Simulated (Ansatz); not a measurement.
Program: Ansatz. Geometries: PBE0-D4/def2-TZVP. ΔE: electronic, gas phase. CCSD(T)/CBS adds triple-zeta CCSD(T) − MP2 to the extrapolated MP2 energy (def2 sets, frozen cores). This one scheme is used for every species. Functionals use def2-TZVPP. B3LYP here is the variant with VWN-RPA as its local correlation; programs differ in this. One conformer a species, not always the lowest.

`C=N[SiH2]N1BC1` + H₂S → `C=N[SiH2]S` + `B1CN1`  (ligand exchange at the Si–N bond)

| level | ΔE (kJ/mol) | difference from CCSD(T)/CBS |
| --- | --- | --- |
| PBE-D4 | 9.5 | -11.8 |
| r2SCAN-D4 | 17.2 | -4.1 |
| PBE0-D4 | 12.0 | -9.3 |
| B3LYP-D4 | 22.5 | 1.2 |
| ωB97X-V | 18.5 | -2.8 |
| ωB97M-V | 18.7 | -2.6 |
| B2PLYP | 20.9 | -0.4 |
| PBE | 6.4 | -14.9 |
| r2SCAN | 16.0 | -5.3 |
| PBE0 | 9.1 | -12.2 |
| B3LYP | 17.9 | -3.4 |
| HF/def2-TZVPP | 29.0 | 7.7 |
| MP2/def2-TZVPP | 23.0 | 1.7 |
| SCS-MP2/def2-TZVPP | 25.5 | 4.2 |
| CCSD/def2-TZVPP | 25.0 | 3.7 |
| CCSD(T)/def2-TZVPP | 24.1 | 2.8 |
| HF/def2-QZVPP | 30.0 | 8.7 |
| MP2/def2-QZVPP | 21.7 | 0.4 |
| SCS-MP2/def2-QZVPP | 24.2 | 2.9 |
| HF/CBS(def2) | 30.1 | 8.8 |
| MP2/CBS(def2) | 20.2 | -1.1 |
| CCSD/CBS(def2) | 22.2 | 0.9 |
| CCSD(T)/CBS | 21.3 | 0 |

Largest T1 diagnostic among the species: 0.014.

In def2-TZVPP, CCSD(T) changes the Hartree–Fock value by −4.9 kJ/mol (the triples alone add −0.9 kJ/mol) and MP2 by −6.0 kJ/mol. The D4 term adds +4.6 kJ/mol with B3LYP and +2.9 kJ/mol with PBE0; it sums over pairs of atoms, weighted by their polarisabilities, and B3LYP, whose exchange is more repulsive, gets the larger term.
